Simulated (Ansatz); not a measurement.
`CCBr` + H₂O → `CCO` + HBr at 298.15 K and 1 bar (formal hydrolysis of a C–Br bond).

Computed with Ansatz on PBE0-D4/def2-TZVP structures; ΔE is electronic, products minus reactants. CCSD(T)/CBS is the MP2 limit (def2-TZVPP, def2-QZVPP) plus CCSD(T) − MP2 in def2-TZVPP, frozen cores. This one scheme is used for every species. For Br outer-core shells are correlated without core-valence functions, which leaves a few kJ/mol of doubt a bond. Scalar relativity is left out up to krypton. One conformer a species, not always the lowest.

| species | CCSD(T)/CBS energy (Eh) | H − E (kJ/mol) | S (J/(mol·K)) |
| --- | --- | --- | --- |
| `CCBr` | -2652.43806 | 186.9 | 286.2 |
| H₂O | -76.37941 | 66.4 | 188.7 |
| `CCO` | -154.88256 | 224.2 | 269.4 |
| HBr | -2573.91920 | 24.6 | 198.6 |

H − E and S are ideal-gas, rigid-rotor, harmonic terms from PBE0-D4/def2-TZVP, for one conformer and one mirror image of each species. 1 Eh = 2625.50 kJ/mol, R = 8.31446 J/(mol·K).

Q: By hand: ΔE, ΔH, ΔS and ΔG.

A: ΔE = (-154.88256) + (-2573.91920) − (-2652.43806) − (-76.37941) = 0.01571 Eh = 41.2 kJ/mol. Δ(H − E) = 224.2 + 24.6 − 186.9 − 66.4 = -4.5, so ΔH = 36.7 kJ/mol. ΔS = 269.4 + 198.6 − 286.2 − 188.7 = -6.9 J/(mol·K). ΔG = 36.7 − 298.15 × (-6.9)/1000 = 38.8 kJ/mol.

Q: By hand: the equilibrium constant, and the temperature at which ΔG would vanish if ΔH and ΔS stayed fixed.

A: log₁₀ K = −ΔG/(RT ln 10) = -6.8. ΔH and −TΔS have one sign here, so there is no such temperature.

The number of gas molecules stays the same, so ΔS is small and ΔH decides. A doubt of 5 kJ/mol in ΔE shifts log₁₀ K by 0.9 here. Other conformers and mirror images would add mixing entropy, several J/(mol·K) or more a flexible species. These are equilibria of isolated gas molecules and say nothing of rates. Largest T1 diagnostic: 0.009 (customary marks: 0.02 for closed shells, 0.045 for open ones).

ΔS is within the doubt of such terms, so its sign, and with it that verdict, could turn.
